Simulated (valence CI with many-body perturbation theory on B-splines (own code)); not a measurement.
## Hyperfine factors and g values of Ne⁵⁺

Level of theory: configuration interaction combined with many-body perturbation theory (CI+MBPT): three valence electrons over a frozen Dirac-Fock core [He], a basis of 11 s, 11 p, 9 d, 7 f, 5 g, 2 h, 1 i functions for each j, with the one-electron correlation potential Σ1, the two-electron term Σ2, the three-electron term Σ3, Breit, model QED; selected CI, second order for the rest, scaled by the run's own slope (own B-spline code, finite nucleus).

Against 28 measured levels this calculation errs by 163 cm⁻¹ on average and by 445 at most. These come from a selection out of NIST levels in Podobedova, Fuhr, Reader and Wiese, J. Phys. Chem. Ref. Data 33, 525 (2004). Levels without a partner in it may be off by more. 2 measured levels below the end of the list, from 983000 cm⁻¹ on, found no clear computed partner, and computed levels of the same name lie up to 9623 cm⁻¹ from them.

A/g_I is the dipole constant over the nuclear g factor μ/I (μ in nuclear magnetons, uniformly magnetised nucleus), B/Q the quadrupole constant per barn. Both hold the static response of the core; the bare values leave it out. Large factors of s and p1/2 electrons are usually good to 5 to 10 %; those of open d and f shells near neutrality can be off by tens of per cent, and small factors of p3/2, d and f electrons come from cancelling terms and can be off by a factor of two or in sign, in half-filled shells by more. B is blank for J = 1/2, where it vanishes, and for nearly pure S terms. Energies count from the lowest level.

Letters in brackets count levels of one name in rising energy.

```tsv
Level	E (cm⁻¹)	g	A/g_I (MHz)	A/g_I bare	B/Q (MHz/b)	B/Q bare
2s²2p ²P°_1/2	0	0.665	5350	5120		
2s²2p ²P°_3/2	1306	1.334	1040	1220	1850	1880
2s2p² ⁴P_1/2	100190	2.670	9640	9610		
2s2p² ⁴P_3/2	100630	1.735	4520	4530	1510	1530
2s2p² ⁴P_5/2	101280	1.601	4700	4700	-1890	-1920
2s2p² ²D_5/2	179050	1.200	5460	5180	3720	3770
2s2p² ²D_3/2	179080	0.799	-1610	-1340	2600	2640
2s2p² ²S_1/2	231020	2.000	19600	18200		
2s2p² ²P_1/2	249460	0.668	3200	2780		
2s2p² ²P_3/2	250270	1.334	-913	-455	-1900	-1930
2p³ ⁴S°_3/2	321590	2.002	-884	-4.48		
2p³ ²D°_5/2	359600	1.200	1650	1820	-68.3	-69.1
2p³ ²D°_3/2	359670	0.799	1330	1180	47.9	48.7
2p³ ²P°_1/2	406160	0.665	5440	5090		
2p³ ²P°_3/2	406200	1.334	717	1010	20.2	21.3
2s²3s ²S_1/2	722580	2.002	5050	4750		
2s²3p ²P°_1/2	771190	0.666	1120	1080		
2s²3p ²P°_3/2	771510	1.334	483	515	501	507
2s²3d ²D_3/2	816080	0.799	150	147	69.4	73.2
2s²3d ²D_5/2	816150	1.200	31.1	33.7	98.6	104
2s2p3s ⁴P°_1/2	833550	2.670	12200	11600		
2s2p3s ⁴P°_3/2	834000	1.734	7430	7160	-1640	-1660
2s2p3s ⁴P°_5/2	834810	1.601	5730	5530	2050	2080
2s2p3s ²P°_1/2 [a]	855490	0.666	587	679		
2s2p3s ²P°_3/2 [a]	856380	1.334	5350	5210	1990	2020
2s2p3p ²P_1/2 [a]	875920	0.637	-3540	-3310		
2s2p3p ²P_3/2 [a]	876310	1.330	6030	5800	-1300	-1320
2s2p3p ⁴D_1/2	877800	0.027	-3510	-3330		
2s2p3p ⁴D_3/2	878040	1.204	2800	2750	-52.0	-52.7
2s2p3p ⁴D_5/2	878470	1.372	3550	3480	843	855
2s2p3p ⁴D_7/2	879170	1.429	3510	3440	2520	2560
2s2p3p ⁴S_3/2	887290	2.000	6800	6600		
2s2p3p ⁴P_1/2	893960	2.670	11000	10600		
2s2p3p ⁴P_3/2	894280	1.735	5090	4960	1020	1040
2s2p3p ⁴P_5/2	894710	1.600	4730	4610	-1180	-1200
2s2p3p ²D_3/2 [a]	899850	0.800	-149	-113	1800	1820
2s2p3p ²D_5/2 [a]	900700	1.201	3110	3060	2510	2540
2s2p3p ²S_1/2 [a]	914590	2.002	9300	9200		
2s2p3d ⁴F°_3/2	916930	0.399	-2500	-2370	951	968
2s2p3d ⁴F°_5/2	917190	1.029	1150	1130	869	884
```

(1) Take the isotope of mass number 21, with I = 3/2, μ = -0.6617 μN and Q = 0.1016 b. What is the hyperfine structure of 2s2p² ²D_3/2?

Results:

(1) From the table A = 712 MHz, B = 264 MHz. Shifts from the centre of gravity in MHz: F = 0: -2340, F = 1: -1890, F = 2: -732, F = 3: 1670.
